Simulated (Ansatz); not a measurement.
`PB1C[SiH]1[ZnH]` from Hartree–Fock to CCSD(T)

```json
{"atom": "P1", "x (Å)": "-0.6908", "y (Å)": "2.4897", "z (Å)": "0.5754"}
{"atom": "B2", "x (Å)": "-0.2111", "y (Å)": "0.7901", "z (Å)": "0.0271"}
{"atom": "C3", "x (Å)": "-0.5769", "y (Å)": "-0.1802", "z (Å)": "-1.0963"}
{"atom": "Si4", "x (Å)": "-0.2258", "y (Å)": "-1.0849", "z (Å)": "0.5897"}
{"atom": "Zn5", "x (Å)": "1.5651", "y (Å)": "-2.5946", "z (Å)": "0.4936"}
{"atom": "H6", "x (Å)": "-0.2973", "y (Å)": "3.3137", "z (Å)": "-0.5064"}
{"atom": "H7", "x (Å)": "0.3410", "y (Å)": "2.8207", "z (Å)": "1.4794"}
{"atom": "H8", "x (Å)": "-1.5053", "y (Å)": "-0.0967", "z (Å)": "-1.6572"}
{"atom": "H9", "x (Å)": "0.2435", "y (Å)": "-0.5058", "z (Å)": "-1.7378"}
{"atom": "H10", "x (Å)": "-1.4201", "y (Å)": "-1.3926", "z (Å)": "1.4271"}
{"atom": "H11", "x (Å)": "2.7778", "y (Å)": "-3.5594", "z (Å)": "0.4056"}
```

The species carries charge 0 and has multiplicity 1. For Zn the d shell is correlated and the shells below it are frozen. Scalar relativity is left out up to krypton. The structure was optimised at the PBE0-D4/def2-TZVP level. It is one conformer, not always the lowest. Frozen core, restricted reference, Ansatz.

```
     basis      HF (Eh)  MP2 corr.
  def2-SVP  -2472.95312   -0.74492
def2-TZVPP  -2473.48546   -1.05362
def2-QZVPP  -2473.54753   -1.12694
```

Task: Estimate the CCSD correlation energy and the (T) correction in each basis where they were run (hartree).

Result: 
```csv
basis,CCSD corr.,(T)
def2-SVP,-0.78210,-0.02800
def2-TZVPP,-1.06054,-0.04432
```
